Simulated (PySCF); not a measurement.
SMILES [SiH3][NH][Ge]([Cl])([Cl])[Cl] at its PBE0/def2-SVP optimised geometry (Å):

```
10

Si     0.1582     1.0106    -0.2222
N     -0.8330    -0.4255     0.0000
Ge    -0.3156    -2.1425     0.0000
Cl    -0.9964    -3.2285    -1.7144
Cl    -1.0534    -3.1845     1.7167
Cl     1.8216    -2.1425     0.0000
H      0.9717     0.9078    -1.4671
H      1.0750     1.2556     0.9297
H     -0.8074     2.1425    -0.3335
H     -1.8216    -0.2803     0.1871
```

Calculation: PBE0/def2-TZVP in PySCF. Cells within 0.4 Å of a nucleus heavier than hydrogen are left out (blank, or x).

Map of the deformation density (molecule minus spherical neutral atoms) (e/bohr³) on the plane z = 0.0 Å:

```
|1111111111111111111111111111111|
|1111111111111111111111111111111|
|1111111111111111111111111111111|
|1111111111111111111111111111111|
|1111111111111111111111111111111|
|1111111111111111111111111111111|
|1111111111111111111111111111111|
|1111111111112322111111111111111|
|1111111111124542111111111111111|
|1111111111124652101111111111111|
|1111111111123432112211111111111|
|111111111111111xx22211111111111|
|111111111111111xx12211111111111|
|1111111111111221101111111111111|
|1111111101113552000111111111111|
|1111111002532763100111111111111|
|11111110069xxx42101111111111111|
|111111100364xx21111111111111111|
|1111111111224642111112211111111|
|1111111111125542111222221111111|
|1111111111112211112223321111111|
|11111111110010x012321x311111111|
|1111111111001xxx1342xxx00111111|
|1111111111001xx013422xx11111111|
|1111111111111111122223321111111|
|1111111111111100112222221111111|
|1111111111111111111122211111111|
|1111111111111111111111111111111|
|1111111111111111111111111111111|
|1111111111111111111111111111111|
|1111111111111111111111111111111|
```
Scale: ten equal steps from -0.020 (start of '0') to 0.085 (end of '9'), in the order '0123456789'; x runs from -4.50 to 4.50, y from -4.50 (bottom) to 4.50 (top).
